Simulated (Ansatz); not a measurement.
`[CH3][Ge]([SH])([Cl])[Cl]` + SiH₄ → `[CH3][Ge]([SiH3])([Cl])[Cl]` + H₂S at 700 K and 1 bar (formal exchange of groups at a Ge–S bond).

Calculated with Ansatz (gas phase, PBE0-D4/def2-TZVP geometries, no zero-point term in ΔE). CCSD(T)/CBS adds triple-zeta CCSD(T) − MP2 to the extrapolated MP2 energy (def2 sets, frozen cores). This one scheme is used for every species. For Ge outer-core shells are correlated without core-valence functions, which leaves a few kJ/mol of doubt a bond. Scalar relativity is left out up to krypton. Each species was taken in one conformer, which may not be the lowest.

```tsv
species	CCSD(T)/CBS energy (Eh)	H − E (kJ/mol)	S (J/(mol·K))
`[CH3][Ge]([SH])([Cl])[Cl]`	-3434.03428	211.4	512.0
SiH₄	-291.46306	115.5	252.9
`[CH3][Ge]([SiH3])([Cl])[Cl]`	-3326.51325	263.8	548.5
H₂S	-398.97279	64.8	236.9
```

H − E and S are ideal-gas, rigid-rotor, harmonic terms from PBE0-D4/def2-TZVP, for one conformer and one mirror image of each species. 1 Eh = 2625.50 kJ/mol, R = 8.31446 J/(mol·K).

Problem. By hand: ΔE, ΔH, ΔS and ΔG.

Solution. ΔE = (-3326.51325) + (-398.97279) − (-3434.03428) − (-291.46306) = 0.01130 Eh = 29.7 kJ/mol. Δ(H − E) = 263.8 + 64.8 − 211.4 − 115.5 = 1.7, so ΔH = 31.4 kJ/mol. ΔS = 548.5 + 236.9 − 512.0 − 252.9 = 20.5 J/(mol·K). ΔG = 31.4 − 700 × (20.5)/1000 = 17.0 kJ/mol.

Problem. By hand: the equilibrium constant, and the temperature at which ΔG would vanish if ΔH and ΔS stayed fixed.

Solution. log₁₀ K = −ΔG/(RT ln 10) = -1.3. ΔG = 0 at ΔH/ΔS = 1532 K.

TΔS isn't small against ΔH here. A doubt of 5 kJ/mol in ΔE shifts log₁₀ K by 0.4 here. Other conformers and mirror images would add mixing entropy, several J/(mol·K) or more a flexible species. These are equilibria of isolated gas molecules and say nothing of rates. Largest T1 diagnostic: 0.011 (customary marks: 0.02 for closed shells, 0.045 for open ones).
